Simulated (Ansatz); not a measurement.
CH₃FOSi, SMILES `O=C[SiH2]F`, relaxed with RKS PBE-D4/def2-SVP in Ansatz from a rough embedded geometry. The force threshold is 0.03 eV/Å; the program also tests the step.

Total charge 0; spin multiplicity 1.

Start:

```xyz
7

O    -1.252   -1.461   -0.874
C    -0.825   -0.267   -0.744
Si    0.492    0.182    0.516
F     0.902    1.685    0.331
H    -1.185    0.569   -1.389
H     0.083   -0.091    1.911
H     1.785   -0.618    0.250
```

Problem. How much energy does the relaxation release, and in how many steps? (Estimate.)

Solution. The calculation gave: 6.76 kcal/mol, in 7 steps, 1 of them rejected.

Problem. Which bonds change most? (Best estimate.)

Solution. The calculation gave: Si3–F4 from 1.569 to 1.642 Å; C2–Si3 from 1.877 to 1.934 Å; O1–C2 from 1.275 to 1.220 Å; Si3–H7 from 1.544 to 1.500 Å.

Problem. Give the relaxed structure. (Estimate.)

Solution. Ansatz gave: 
```xyz
7

O    -1.210   -1.424   -0.792
C    -0.825   -0.267   -0.766
Si    0.554    0.178    0.515
F     0.957    1.768    0.417
H    -1.264    0.513   -1.468
H     0.025   -0.113    1.888
H     1.762   -0.656    0.206
```
